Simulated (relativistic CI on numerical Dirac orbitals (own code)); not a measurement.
**Cr4+: resonant inelastic scattering at the M2,3 edge**

Computed with this model: Dirac-Coulomb-Breit CI, orbitals from a KLI potential per configuration, model QED, valence Slater integrals scaled by 0.7, Kramers-Heisenberg scattering through one core-hole configuration in a parametric crystal field; configurations [Ar] 3d2 → [Ne] 3s2 3p5 3d3; 300 K; core-hole width 1.2 eV; summed over polarisations. Incident energies are the highest absorption maxima for each field (at most a few, so the weaker spin-orbit partner edge can be absent), on the computed scale of the free ion. Intensities are in per cent of the strongest line above 0.02 eV; levels within 1 cm⁻¹ are merged; final levels count from the ground level, the first row holds all elastic scattering, lines under 0.4 are left out and each table stops after 24 rows. The scale of the Slater integrals is a model choice and moves the terms in proportion.

Field parameters in Wybourne normalisation: D3d B²₀ = −7Dσ, B⁴₀ = −14Dq − 21Dτ, B⁴₃ = −14√(10/7) Dq; Oh B⁴₀ = 21Dq, B⁴₄ = √(5/14) B⁴₀. The field is a parameter set, without covalency.

S is read from ⟨S²⟩ = S(S + 1).

D3d, 10Dq = 18650, Dσ = 450, Dτ = 210 cm⁻¹:

```csv
Final level (eV),Degeneracy,Irrep,S,53.6 eV,58.4 eV,62 eV
0.000,2,E,1.00,191.0,473.6,51.0
0.023,2,E,1.00,3.8,5.0,0.1
0.047,1,A1,1.00,9.7,42.6,3.0
0.052,1,A2,1.00,9.0,43.1,3.1
0.349,2,E,1.00,17.9,100.0,11.6
0.351,1,A1,1.00,6.0,35.9,4.0
1.403,1,A1,0.01,0.6,0.6,0.1
1.576,2,E,0.01,0.8,1.7,0.1
1.893,2,E,0.02,0.5,1.5,0.2
2.257,1,A2,1.00,15.5,23.3,11.0
2.260,1,A1,1.00,15.4,23.6,11.1
2.268,2,E,1.00,15.5,27.8,12.4
2.275,2,E,1.00,13.9,24.1,11.2
2.458,1,A2,1.00,3.8,9.8,5.3
2.458,2,E,1.00,11.5,30.6,15.1
3.476,1,A1,0.04,0.2,0.3,1.2
3.716,1,A1,0.99,0.7,12.7,16.1
3.717,1,A2,1.00,0.8,12.8,16.9
3.730,2,E,1.00,1.3,19.1,21.1
3.744,2,E,0.99,2.1,29.4,25.2
3.900,2,E,0.98,1.8,15.2,29.3
3.901,1,A1,0.99,0.7,7.4,10.9
3.979,2,E,0.07,0.5,2.0,1.5
4.197,1,A1,0.02,0.2,1.1,0.3
```

Oh, 10Dq = 14600 cm⁻¹:

```csv
Final level (eV),Degeneracy,Irrep,S,53.2 eV,58.1 eV,61.4 eV
0.000,2,E,1.00,154.7,455.8,68.5
0.002,3,T2,1.00,13.8,49.2,6.7
0.054,3,T1,1.00,16.1,100.0,11.1
0.080,1,A1,1.00,4.3,39.4,2.7
1.544,3,T2,0.29,8.2,9.7,7.7
1.607,2,E,0.01,0.4,1.2,0.1
1.639,1,A2,1.00,11.8,12.2,15.3
1.668,3,T1,1.00,19.0,26.9,22.9
1.669,2,E,1.00,10.4,15.6,15.7
1.671,3,T2,0.87,23.3,35.4,31.8
3.073,1,A1,0.96,0.5,7.1,20.5
3.100,3,T1,1.00,1.6,21.1,47.0
3.126,3,T2,0.99,2.6,26.6,31.4
3.129,2,E,1.00,1.6,15.2,22.5
3.217,1,A1,0.10,0.1,0.8,0.2
3.407,3,T2,0.40,1.6,35.0,12.4
3.494,3,T2,0.81,2.9,97.8,37.3
3.783,3,T1,0.00,0.4,0.1,0.3
5.201,2,E,0.00,0.2,1.3,0.2
```

Oh, 10Dq = 33400 cm⁻¹:

```
Final level (eV)  Degeneracy  Irrep     S  55.1 eV  56.7 eV  59.3 eV
           0.000           2      E  1.00    139.3     97.5    295.2
           0.001           3     T2  1.00     10.6     17.1     17.6
           0.049           3     T1  1.00     28.5     28.9     30.5
           0.071           1     A1  1.00     12.5      9.7      6.9
           1.545           3     T2  0.00      0.7      4.6      1.5
           1.563           2      E  0.00      1.0      0.8      0.6
           3.903           1     A2  1.00      6.0     11.0     38.8
           3.912           3     T2  1.00     14.9     25.7    100.0
           3.931           5   E+T1  1.00     18.2     29.2     88.8
           5.288           1     A1  1.00      0.9      2.4     20.2
           5.302           3     T1  1.00      3.0      7.0     48.5
           5.323           3     T2  1.00      3.8      9.5     33.3
           5.326           2      E  1.00      2.4      6.3     21.0
           5.649           3     T2  0.01      0.5      1.1      1.5
           6.046           3     T1  0.00      0.8      0.1      0.2
```

For the first field the strongest loss at the lowest incident energy is the level at 0.35 eV (S = 1.00, against 1.00 in the thermal ground state).
